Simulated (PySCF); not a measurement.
Isomers of C4H8Si. Gas-phase values, no solvent. One relaxed conformer stands for each flexible species; it need not be the lowest. Strings in code marks are SMILES.

Level of theory: B3LYP-D3(BJ)/def2-TZVP run with PySCF. All candidates: neutral, multiplicity 1. B3LYP has the VWN-RPA correlation part, as in Gaussian. Excitations are Tamm–Dancoff values on a coarser integration grid. The basis has no diffuse functions, so Rydberg states are missing or too high.

```
Item                   Result
-------------------  --------
T1 excitation (TDA)   2.60 eV
S1 excitation (TDA)   3.91 eV
HOMO                 -5.91 eV
```

Question: Say which member has these values.
(A) `CC[SiH]1C=C1` (C–C–Si–C torsion 25°)
(B) `CCC=C=[SiH2]`
(C) `C=CC[SiH]=C` (C–C–C–Si torsion -104°, C–C–Si–C torsion -114°)
(D) `C=CC(C)=[SiH2]` (C–C–C–Si torsion 180°)

Answer: B, `CCC=C=[SiH2]`. The others give `C=CC[SiH]=C` (C–C–C–Si torsion -104°, C–C–Si–C torsion -114°): 2.84 eV, 5.05 eV, -6.10 eV; `C=CC(C)=[SiH2]` (C–C–C–Si torsion 180°): 1.94 eV, 4.39 eV, -5.59 eV; `CC[SiH]1C=C1` (C–C–Si–C torsion 25°): 4.64 eV, 5.34 eV, -6.98 eV
